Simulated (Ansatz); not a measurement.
`CC1[SiH2]B1O` + `[Cl][Ge][Br]` → `CC1[SiH2]B1Cl` + `[OH][Ge][Br]`  (redistribution)

Computed with Ansatz on PBE0-D4/def2-TZVP structures; ΔE is electronic, products minus reactants. CCSD(T)/CBS adds triple-zeta CCSD(T) − MP2 to the extrapolated MP2 energy (def2 sets, frozen cores). Functionals use def2-TZVPP. For Br, Ge outer-core shells are correlated without core-valence functions, which leaves a few kJ/mol of doubt a bond. Scalar relativity is left out up to krypton. Each species was taken in one conformer, which may not be the lowest.

```
       level  ΔE (kcal/mol)
      PBE-D4           14.3
      B2PLYP           14.0
      r2SCAN           14.1
HF/CBS(def2)           17.9
```

**Question.** What does CCSD(T)/CBS give? (Best estimate.)

**Answer.** Computed: +13.4 kcal/mol. The listed levels differ from it by 0.9, 0.6, 0.7, 4.5 kcal/mol.

Largest T1 diagnostic among the species: 0.013.

From PBE to PBE0 (25 % exact exchange), in def2-TZVPP and without D4, ΔE moves by +0.8 kcal/mol. In def2-TZVPP, CCSD(T) changes the Hartree–Fock value by −4.8 kcal/mol (the triples alone add −0.9 kcal/mol) and MP2 by −6.2 kcal/mol.
